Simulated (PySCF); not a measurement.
Compound: CH₅ClSSi.
Bonds: C1–S2, S2–Si3, Si3–Cl4. Hydrogens: H5, H6, H7 on C1; H8, H9 on Si3.

Computed with PySCF 2.14.0, PBE0-D3(BJ)/def2-SVP geometry optimisation, gas phase.

(1) List the bond lengths, angles and torsions at this level.

## Answers

(1) 
```
               bond  length (bohr)
              C1–S2          3.448
             S2–Si3          4.026
            Si3–Cl4          3.894
C1–H5, C1–H6, C1–H7          2.077
     Si3–H8, Si3–H9          2.818
```

Bonds in one row agree within 0.02 bohr and their mean is given. A selection of angles:
```
     angle  degrees
  S2–C1–H5    111.6
  S2–C1–H7    106.4
  H5–C1–H6    110.0
 C1–S2–Si3     97.8
S2–Si3–Cl4    107.1
 S2–Si3–H8    111.3
Cl4–Si3–H8    108.9
 H8–Si3–H9    109.2
```

Dihedral angles: C1–S2–Si3–Cl4 179° (antiperiplanar).

The 4 heavy atoms lie in one plane (0.005 Å rms). Si3 (chlorine-bound silicon) is tetrahedral (angles from 107.1° to 111.4°).

Point group: Cs (every atom within 0.08 Å of its image). No PBE0-D3(BJ)/def2-SVP frequencies stand behind this structure, so it isn't proved a minimum. The numbers are those of one conformer.
